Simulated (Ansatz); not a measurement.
A run for Ansatz (an electronic-structure program): R-CCSD(T)/cc-pVTZ on C2H3B (SMILES BC#C), atoms moved off the minimum.

Ansatz 0.2 input:
```yaml
crystal:
  periodic: [false, false, false]
  atoms:
    - {symbol: B, position_ang: [-1.19124194, -0.08496704, -0.70812420]}
    - {symbol: C, position_ang: [0.08264316, 0.04874481, 0.06111931]}
    - {symbol: C, position_ang: [1.10429299, 0.05395841, 0.67748483]}
    - {symbol: H, position_ang: [2.09809760, 0.10388256, 1.17613654]}
    - {symbol: H, position_ang: [-1.96492232, 0.86473784, -0.65388491]}
    - {symbol: H, position_ang: [-1.55769723, -0.99095191, -1.31626301]}
basis:
  gaussian:
    orbitals: cc-pVTZ
magnetization: {spin_polarized: false}
correlation: {method: ccsd_t, electrons: outside_noble_gas}
scf: {lower_state_search: off}
output: {forces: true}
```

Program output:

```
WARN ansatz: RAYON_NUM_THREADS=1 ignored (pool sized by the plan → 1); use --threads N
Functional definition: HF
these checks for a lower state are left out or cut short: starts, cluster_reference, orbital_swaps, neighbouring_geometries, increment
integrals: 0.24 GiB planned
754 factors; integrals over basis functions are off by at most 8.0e-4 eV
mean field: 0.22 GiB planned
mean field evaluation 1: about -2776.9429 eV, gradient 2.5e1 eV
mean field evaluation 2: about -2776.9469 eV, gradient 2.5e1 eV
mean field evaluation 4: about -2778.7865 eV, gradient 3.2e0 eV
mean field evaluation 8: about -2778.8195 eV, gradient 3.6e-4 eV
mean field -2778.81954258 eV, -102.1197346382 hartree, gradient 2.0e-6 eV, S^2 0.000000; 0 other end points of the search recorded, 0 dependent functions left out
3 core orbitals not correlated
reference -2778.81954258 eV, -102.1197346382 hartree; 7, 7 occupied and 122, 122 virtual orbitals, 754 factors
densities: 1.07 GiB planned
second order -10.83938432 eV of doubles, -0.00000000 eV of singles
coupled cluster: 0.65 GiB planned
cycle   1  -11.03690029 eV  change   -2.0e-1 eV  update   8.4e-2
cycle   2  -11.39071658 eV  change   -3.5e-1 eV  update   2.6e-2
cycle   3  -11.46488720 eV  change   -7.4e-2 eV  update   1.2e-2
cycle   4  -11.46437911 eV  change    5.1e-4 eV  update   3.3e-3
cycle   5  -11.46577634 eV  change   -1.4e-3 eV  update   1.2e-3
cycle   6  -11.46596260 eV  change   -1.9e-4 eV  update   3.8e-4
cycle   7  -11.46597609 eV  change   -1.3e-5 eV  update   1.2e-4
cycle   8  -11.46599660 eV  change   -2.1e-5 eV  update   5.9e-5
cycle   9  -11.46598693 eV  change    9.7e-6 eV  update   2.3e-5
cycle  10  -11.46597457 eV  change    1.2e-5 eV  update   8.0e-6
cycle  11  -11.46597820 eV  change   -3.6e-6 eV  update   2.8e-6
perturbative correction -0.55759354 eV, -0.0204911848 hartree
the calculation of the forces begins
Total energy: -2790.84311432 eV, -102.5615927499 hartree
Atom 0 at    -1.191242    -0.084967    -0.708124 Å, force    -1.193209     1.850563     0.433869 eV/Å
Atom 1 at     0.082643     0.048745     0.061119 Å, force    -1.902509    -0.568703    -1.329384 eV/Å
Atom 2 at     1.104293     0.053958     0.677485 Å, force     4.134138     0.273740     2.082072 eV/Å
Atom 3 at     2.098098     0.103883     1.176137 Å, force    -1.557145    -0.086099    -0.616730 eV/Å
Atom 4 at    -1.964922     0.864738    -0.653885 Å, force     0.428881    -0.472909    -0.081518 eV/Å
Atom 5 at    -1.557697    -0.990952    -1.316263 Å, force     0.089844    -0.996593    -0.488308 eV/Å
Dipole moment:     0.204941    -0.023787     0.082826 e Å
Checks for a lower state left out: starts, cluster_reference, orbital_swaps, neighbouring_geometries, increment
```

The run converged.

Cost: about 70 core-seconds (a rough figure).
